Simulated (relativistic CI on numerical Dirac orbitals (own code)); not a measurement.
**Ta²⁺: resonant inelastic scattering at the L2,3 edge**

Computed with this model: Dirac-Coulomb-Breit CI, separate exchange-only KLI orbitals for each configuration, a model potential for QED, valence Slater integrals scaled by 0.9, Kramers-Heisenberg scattering through one core-hole configuration in a parametric crystal field; configurations [Xe] 4f14 5d3 → [He] 2s2 2p5 3s2 3p6 3d10 4s2 4p6 4d10 4f14 5s2 5p6 5d4; 80 K; core-hole width 3 eV; summed over polarisations. Incident energies are the highest absorption maxima for each field (at most a few, so the weaker spin-orbit partner edge can be absent), on the computed scale of the free ion. Intensities are in per cent of the strongest line above 0.02 eV; levels within 1 cm⁻¹ are merged; final levels count from the ground level, the first row holds all elastic scattering, lines under 0.4 are left out and each table stops after 24 rows. The scale of the Slater integrals is a model choice and moves the terms in proportion.

Field parameters in Wybourne normalisation: D3d B²₀ = −7Dσ, B⁴₀ = −14Dq − 21Dτ, B⁴₃ = −14√(10/7) Dq. The field is a parameter set, without covalency.

S is read from ⟨S²⟩ = S(S + 1).

D3d, 10Dq = 33750, Dσ = -1200, Dτ = -180 cm⁻¹:

| Final level (eV) | Degeneracy | Irrep | S | 9879.4 eV | 11134.1 eV | 11135.6 eV |
| --- | --- | --- | --- | --- | --- | --- |
| 0.000 | 2 | Γ4 | 1.49 | 1653.3 | 257.7 | 190.8 |
| 0.005 | 2 | Γ5+Γ6 | 1.49 | 0.2 | 10.5 | 2.9 |
| 1.170 | 2 | Γ4 | 0.52 | 5.6 | 24.9 | 9.6 |
| 1.300 | 2 | Γ5+Γ6 | 0.51 | 2.4 | 8.7 | 3.8 |
| 1.503 | 2 | Γ4 | 0.51 | 2.7 | 6.9 | 2.5 |
| 1.539 | 2 | Γ5+Γ6 | 0.51 | 6.5 | 24.9 | 10.5 |
| 1.568 | 2 | Γ4 | 0.51 | 10.7 | 31.0 | 13.7 |
| 2.410 | 2 | Γ4 | 0.52 | 12.1 | 36.0 | 16.0 |
| 2.618 | 2 | Γ5+Γ6 | 0.53 | 11.9 | 29.4 | 17.3 |
| 2.821 | 2 | Γ4 | 0.52 | 10.7 | 28.2 | 16.8 |
| 3.922 | 2 | Γ4 | 1.49 | 53.6 | 4.3 | 10.6 |
| 3.938 | 2 | Γ4 | 1.49 | 95.9 | 9.0 | 22.7 |
| 3.949 | 2 | Γ5+Γ6 | 1.49 | 100.0 | 7.1 | 17.7 |
| 3.974 | 2 | Γ4 | 1.49 | 52.0 | 3.7 | 9.0 |
| 4.323 | 2 | Γ5+Γ6 | 1.48 | 56.8 | 3.9 | 9.8 |
| 4.350 | 2 | Γ4 | 1.49 | 92.7 | 6.3 | 16.0 |
| 4.892 | 2 | Γ4 | 1.41 | 50.1 | 1.7 | 4.0 |
| 4.965 | 2 | Γ4 | 1.45 | 54.3 | 3.0 | 7.1 |
| 5.021 | 2 | Γ5+Γ6 | 1.47 | 37.4 | 6.3 | 14.4 |
| 5.072 | 2 | Γ4 | 1.45 | 13.8 | 5.0 | 11.2 |
| 5.113 | 2 | Γ4 | 1.41 | 27.7 | 6.2 | 14.2 |
| 5.151 | 2 | Γ5+Γ6 | 1.46 | 19.1 | 3.8 | 9.0 |
| 5.236 | 2 | Γ4 | 0.60 | 6.4 | 1.1 | 2.5 |
| 5.326 | 2 | Γ4 | 0.76 | 10.2 | 0.6 | 1.3 |

D3d, 10Dq = 33750, Dσ = -860, Dτ = -180 cm⁻¹:

```csv
Final level (eV),Degeneracy,Irrep,S,9879.4 eV,11134.1 eV,11135.7 eV
0.000,2,Γ4,1.49,1745.0,276.9,201.2
0.003,2,Γ5+Γ6,1.49,0.2,10.6,2.4
1.250,2,Γ4,0.52,6.1,28.2,10.4
1.358,2,Γ5+Γ6,0.51,2.4,8.9,3.5
1.506,2,Γ4,0.51,2.8,6.6,2.3
1.543,2,Γ5+Γ6,0.51,6.9,26.7,10.6
1.565,2,Γ4,0.51,10.8,32.2,12.8
2.425,2,Γ4,0.52,12.8,38.2,15.9
2.548,2,Γ5+Γ6,0.53,12.2,30.4,16.3
2.725,2,Γ4,0.52,11.7,31.5,16.8
3.961,2,Γ4,1.49,60.4,4.8,12.4
3.981,2,Γ4,1.49,97.5,9.0,23.7
3.993,2,Γ5+Γ6,1.49,100.0,7.2,18.8
4.020,2,Γ4,1.49,63.5,4.2,10.6
4.278,2,Γ5+Γ6,1.48,69.0,4.5,11.8
4.304,2,Γ4,1.49,92.5,6.4,16.6
4.878,2,Γ4,1.42,57.6,1.7,4.1
4.948,2,Γ4,1.46,52.0,3.0,7.4
4.999,2,Γ5+Γ6,1.47,36.5,6.1,14.4
5.044,2,Γ4,1.47,15.7,6.0,13.9
5.092,2,Γ4,1.44,28.6,6.5,15.3
5.123,2,Γ5+Γ6,1.47,22.8,4.6,11.1
5.288,2,Γ4,0.59,7.4,0.9,2.3
5.355,2,Γ4,0.68,6.6,0.7,1.5
```

D3d, 10Dq = 33750, Dσ = -510, Dτ = -180 cm⁻¹:

```csv
Final level (eV),Degeneracy,Irrep,S,9879.3 eV,11134 eV,11135.6 eV
0.000,2,Γ4,1.49,1848.2,305.9,214.4
0.001,2,Γ5+Γ6,1.49,0.2,10.9,2.7
1.324,2,Γ4,0.52,6.7,33.1,12.7
1.407,2,Γ5+Γ6,0.51,2.7,10.6,4.2
1.507,2,Γ4,0.51,3.2,6.8,2.6
1.542,2,Γ5+Γ6,0.51,7.2,28.5,11.7
1.564,2,Γ4,0.51,11.6,33.5,13.9
2.442,2,Γ4,0.52,14.3,41.7,18.4
2.492,2,Γ5+Γ6,0.53,13.4,31.5,17.8
2.634,2,Γ4,0.52,13.6,35.0,19.2
3.995,2,Γ4,1.49,69.1,5.1,13.5
4.022,2,Γ4,1.49,99.1,8.6,23.0
4.035,2,Γ5+Γ6,1.49,100.0,7.1,18.9
4.064,2,Γ4,1.49,78.5,4.5,11.8
4.236,2,Γ5+Γ6,1.48,84.5,4.9,13.1
4.262,2,Γ4,1.49,92.4,6.0,16.0
4.869,2,Γ4,1.42,66.0,1.6,3.8
4.939,2,Γ4,1.47,49.3,2.9,7.2
4.982,2,Γ5+Γ6,1.48,35.8,5.5,13.1
5.021,2,Γ4,1.48,17.8,6.7,15.9
5.073,2,Γ4,1.46,27.6,6.5,15.5
5.096,2,Γ5+Γ6,1.48,26.7,5.3,13.0
5.326,2,Γ4,0.63,8.0,0.6,1.5
5.398,2,Γ4,0.59,4.5,1.0,2.2
```

For the first field the strongest loss at the lowest incident energy is the level at 3.95 eV (S = 1.49, against 1.49 in the thermal ground state). Levels of other spin, the first over 8 % at 1.17 eV, appear because spin-orbit coupling of the core hole, and in heavier ions of the valence shell too, mixes spins.
